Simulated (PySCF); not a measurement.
**Finite-field polarisability of Pb (lead, neutral)**

[Xe] 4f14 5d10 6s2 6p2, high-spin 3P determinant. Calculation: PySCF 2.14, in aug-cc-pVQZ-PP with ECP60MDF; scalar relativity through the core potential. Frozen: 5s2 5p6 5d10. Energy changes in a uniform field (μhartree):

```
axis  F (au)        HF       MP2      CCSD   CCSD(T)
   x  0.0021  -103.760  -104.409  -104.545  -104.860
   x  0.0042  -415.401  -418.000  -418.547  -419.807
   y  0.0017  -102.336  -101.807  -102.131  -102.336
   y  0.0034  -410.160  -408.006  -409.305  -410.128
   z  0.0017  -102.336  -101.807  -102.131  -102.336
   z  0.0034  -410.160  -408.006  -409.305  -410.128
```

Question: Derive α along x at CCSD(T) from the two fields.

Answer: With ΔE = −αF²/2 − γF⁴/24, α = −(16 ΔE(F) − ΔE(2F))/(6F²) = 47.54 bohr³.

Question: And the mean polarisability at each level?

Answer: HF 62.86, MP2 62.72, CCSD 62.89, CCSD(T) 63.03 bohr³. Reference: 47 ± 3 bohr³ (recommended; Schwerdtfeger and Nagle, table of static dipole polarizabilities (2023 update)).

CCSD(T) lies more than 5 % above the reference; correlation of the frozen inner shells, absent here, would lower it, and spin-orbit coupling is absent too.

Spin-orbit coupling is strong in this species (close to jj coupling), so the high-spin LS determinant is a model state, not a physical level.
